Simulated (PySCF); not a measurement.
Mo(SH)4 (triplet state).
Geometry (PBE0-D3(BJ)/def2-SVP, Å), atoms numbered from 1 in this order:
```
atom  x, y, z in Å
Mo1    0.1149   -0.1664    0.1688
S2     0.3668   -0.3953    2.4517
H3     1.1413    0.7053    2.6308
S4     2.0227    0.1370   -1.0775
H5     2.5497   -1.1054   -0.9191
S6    -1.0946    1.7625   -0.2049
H7    -1.2146    1.6753   -1.5542
S8    -1.3517   -1.7487   -0.6262
H9    -2.4018   -0.9338   -0.8950
```

Method: PBE0-D3(BJ)/def2-SVP geometry optimisation, gas phase, def2 core potentials past Kr in PySCF.

(1) Which atoms are bound to Mo1, and at what distances?

(2) List the angles at Mo1.

(3) What is the shape at Mo1?

(4) What are the other bond lengths?

Results:

(1) 4 atoms: S4 2.299 Å, S8 2.299 Å, S6 2.307 Å, S2 2.308 Å. The nearest atom not counted as bound is H3, at 2.81 Å.

(2) 
| angle | degrees | distance of the outer atoms (Å) |
| --- | --- | --- |
| S2–Mo1–S4 | 117.3 | 3.93 |
| S4–Mo1–S8 | 115.6 | 3.89 |
| S2–Mo1–S8 | 110.1 | 3.78 |
| S2–Mo1–S6 | 107.5 | 3.72 |
| S4–Mo1–S6 | 103.7 | 3.62 |
| S6–Mo1–S8 | 100.7 | 3.55 |

(3) Distorted tetrahedral: angles from 100.7° to 117.3°; τ4 = (360° − α − β)/141° = 0.90 with α and β the two widest (0 for a square, 1 for a tetrahedron).

(4) S2–H3 and 3 like bonds 1.357 Å.

Charge 0, triplet. ⟨S²⟩ = 2.018 (exact for a triplet: 2.00). Whether it is a minimum is left open (no frequencies).
